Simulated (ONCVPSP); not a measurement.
**Before and after: ONCV potential for helium**

* Element: helium (He)
* Generator: ONCVPSP 4.0.1
* Type: optimised norm-conserving Vanderbilt (ONCV)
* Functional: LDA (Perdew-Wang 92)
* Relativity: scalar-relativistic
* Frozen core: none
* Valence charge: 2
* Reference configuration: 1s1.5 (charge +0.5)
* Partial waves: 1s: rc 0.60 bohr, ncon 4, nbas 7, qcut 8.9 1/bohr, 2 projectors, debl 3 Ha; p scattering state at 0.47 Ha: rc 0.65 bohr, ncon 4, nbas 7, qcut 13.5 1/bohr, 2 projectors, debl 2.8 Ha
* Local potential: polynomial inside 0.55 bohr (lpopt 5, dvloc0 0 Ha)
* Core correction: none

Change: s: rc 0.8.

Cutoffs: the cutoffs (Ha) at which the residual kinetic energy of the hardest occupied pseudo-wave falls to 1 and 0.1 mHa per electron; they do not see the model core or the augmentation charge, which bear on the density cutoff. Errors are all-electron minus pseudo energies relative to the spin-unpolarised reference configuration.

Task: Predict the effect on cutoff, ghosts and configuration errors.

Result: The potential gets softer (229 Ha and 322 Ha → 46 Ha and 168 Ha); neither file shows a bound ghost. A larger radius leaves more room for a smooth pseudo-wave, so fewer plane waves are needed.

```csv
quantity,base,changed
"cutoff, loose",229 Ha,46 Ha
"cutoff, tight",322 Ha,168 Ha
bound ghosts,none,none
GHOST(+) flags under 300 eV,none,none
"error for 1s2, meV [ΔE -10.38 eV]",+2.7,+6.5
"error for 1s1, meV [ΔE 16.11 eV]",+4.8,+13
p: phases at 0.66 bohr within 0.05 rad from the reference energy up to (Ha; the scan ends near 5),to the end of the scan,to the end of the scan
```
